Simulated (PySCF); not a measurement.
## How the method moves the HOMO and LUMO of `CSCc1ccco1`

Compound: C6H8OS.
Z-matrix (Å and degrees, PBE0-D3(BJ)/def2-SVP geometry), rows numbered from 1:
```
C 
S   1  1.8043
C   2  1.8278  1  100.17
C   3  1.4796  2  115.04  1    74.84
C   4  1.3667  3  133.07  2   100.40
C   5  1.4296  4  106.36  3  -178.26
C   6  1.3618  5  105.88  4    -0.00
O   7  1.3500  6  110.30  5    -0.02
H   1  1.0993  2  106.51  3  -179.59
H   1  1.0987  2  111.57  3   -60.67
H   1  1.1009  2  111.26  3    62.08
H   3  1.0989  2  105.19  1  -165.06
H   3  1.1023  2  108.62  1   -50.01
H   5  1.0879  4  126.07  3     1.43
H   6  1.0879  5  127.57  4  -179.76
H   7  1.0868  6  133.44  5  -179.67
```

Basis pcSseg-1 throughout (PySCF), one geometry. One conformer (not necessarily the lowest) at the PBE0-D3(BJ)/def2-SVP geometry, without solvent, vibrations or thermal averaging.

**Question.** How do the orbital energies, the gap and the dipole change with the method?

**Answer.** 
```json
{"method": "BLYP", "kind": "GGA", "HOMO (eV)": "-4.91", "LUMO (eV)": "-0.78", "gap (eV)": "4.13", "μ (D)": "1.25", "SCF cycles": "15"}
{"method": "KT2", "kind": "GGA", "HOMO (eV)": "-5.15", "LUMO (eV)": "-0.95", "gap (eV)": "4.19", "μ (D)": "1.30", "SCF cycles": "16"}
{"method": "KT3", "kind": "GGA", "HOMO (eV)": "-5.15", "LUMO (eV)": "-0.91", "gap (eV)": "4.25", "μ (D)": "1.27", "SCF cycles": "15"}
{"method": "BP86", "kind": "GGA", "HOMO (eV)": "-5.19", "LUMO (eV)": "-1.04", "gap (eV)": "4.15", "μ (D)": "1.32", "SCF cycles": "15"}
{"method": "B3LYP", "kind": "global hybrid", "HOMO (eV)": "-6.03", "LUMO (eV)": "-0.21", "gap (eV)": "5.82", "μ (D)": "1.30", "SCF cycles": "14"}
{"method": "B97-2", "kind": "global hybrid", "HOMO (eV)": "-6.03", "LUMO (eV)": "-0.06", "gap (eV)": "5.96", "μ (D)": "1.37", "SCF cycles": "14"}
{"method": "PBE0", "kind": "global hybrid", "HOMO (eV)": "-6.26", "LUMO (eV)": "-0.01", "gap (eV)": "6.26", "μ (D)": "1.37", "SCF cycles": "14"}
{"method": "mPW1PW91", "kind": "global hybrid", "HOMO (eV)": "-6.29", "LUMO (eV)": "-0.03", "gap (eV)": "6.27", "μ (D)": "1.37", "SCF cycles": "14"}
```

The HOMO spans 1.38 eV, from BLYP down to mPW1PW91, and the gap runs from 4.13 eV (BLYP) to 6.27 eV (mPW1PW91). Over the methods BLYP (0 %), KT2 (0 %), KT3 (0 %), BP86 (0 %), B3LYP (20 %), B97-2 (21 %), PBE0 (25 %), mPW1PW91 (25 %), a straight line through the gap against the share of exact exchange rises by 0.83 eV for each 10 % (correlation coefficient 0.999). The dipole ranges from 1.25 D (BLYP) to 1.37 D (mPW1PW91). This basis has no diffuse functions.

The vertical ΔSCF ionisation energy at CAM-B3LYP/def2-SVPD is 8.27 eV; −ε(HOMO) comes closest to it with mPW1PW91 (6.29 eV).
